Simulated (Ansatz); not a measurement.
Reaction (atomization): `CO[Si](F)(Cl)SC` → 2 C• + Cl• + F• + 6 H• + O• + S• + Si•

Program: Ansatz. Geometries: PBE0-D4/def2-TZVP. ΔE: electronic, gas phase. CCSD(T)/CBS adds triple-zeta CCSD(T) − MP2 to the extrapolated MP2 energy (def2 sets, frozen cores). This one scheme is used for every species, atoms too. Functionals use def2-TZVPP. B3LYP here is the variant with VWN-RPA as its local correlation; programs differ in this. No spin–orbit coupling; open shells (•) take unrestricted orbitals. Spin–orbit coupling would lower the free atoms: a little for C, Cl, F, O, S, Si. Each species was taken in one conformer, which may not be the lowest.

CCSD(T)/CBS gives +1204.1 kcal/mol.

**Question.** Another level gave +1193.3 kcal/mol. Which?
A. PBE0-D4/def2-TZVPP
B. PBE0/def2-TZVPP
C. HF/def2-TZVPP
D. B3LYP-D4/def2-TZVPP

**Answer.** B. PBE0 1193.3, B3LYP-D4 1195.1, HF/def2-TZVPP 880.7, PBE0-D4 1201.1 kcal/mol.

Largest T1 diagnostic among the species: 0.012.

From PBE to PBE0 (25 % exact exchange), in def2-TZVPP and without D4, ΔE moves by −19.7 kcal/mol: exact exchange takes away binding that semilocal exchange gives to molecules. In def2-TZVPP, CCSD(T) changes the Hartree–Fock value by +288.0 kcal/mol (the triples alone add +19.0 kcal/mol) and MP2 by +317.5 kcal/mol; breaking electron pairs costs correlation energy, which Hartree–Fock lacks.

For atomizations the MP2-based limit and the directly extrapolated one differ by several kJ/mol either way, and by 10 to 25 for some Ge, Se and Sn compounds, so smaller differences from it don't rank the levels.
